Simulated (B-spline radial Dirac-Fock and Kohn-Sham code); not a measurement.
How the binding energies of Te³⁹⁺ add up

System: the Te³⁹⁺ ion, configuration [Ne] 3s2 3p1; nuclear rms radius 4.7423 fm (A = 130).

Calculated with a B-spline atomic structure program, using ΔSCF Dirac-Fock with Breit, self-energy and vacuum polarisation, finite nucleus, configuration average. Correlation and solid-state effects are left out. Energies are counted from the vacuum level.

All terms are in eV, carry their sign (relaxation lowers the binding energy) and add up to the binding energy; ⟨r⟩ is the mean radius of the orbital in the initial state.

```csv
subshell,−ε (Koopmans),relaxation,Gaunt,retardation,self-energy,vacuum polarisation,binding energy,⟨r⟩ (bohr)
K (1s),34423.7,-24.51,-77.85,5.94,-42.66,5.81,34290.4,0.028
L1 (2s),7292.3,-3.99,-7.67,0.45,-5.49,0.69,7276.3,0.117
L2 (2p1/2),6987.5,-5.69,-13.24,1.39,0.33,-0.02,6970.3,0.099
L3 (2p3/2),6702.7,-5.09,-9.43,1.69,-0.18,-0.04,6689.7,0.104
M1 (3s),2879.8,-0.33,-1.92,0.20,-1.44,0.17,2876.5,0.286
"M2,3 (3p)",2743.9,-0.34,-2.58,0.51,-0.03,-0.01,2741.4,0.279
```

For the deepest level, K (1s), the Breit terms make up -0.210 % of the binding energy, QED -0.107 % and orbital relaxation -0.071 %.

Going to the tabulated ground configuration of the next ion removes an electron from M2,3 (3p), computed at 2741.4 eV. NIST lists 2788 ± 4 eV as the ionisation energy of this species (theoretical), +46.59 eV from the computed value. Where a p, d or f shell is open in either ion the computed value averages over both j values and all terms, while the table refers to the lowest levels; that difference holds spin-orbit splitting (largest in heavy or highly charged ions), term energies where several electrons share open shells, and correlation, and it can reach 10 % or more.
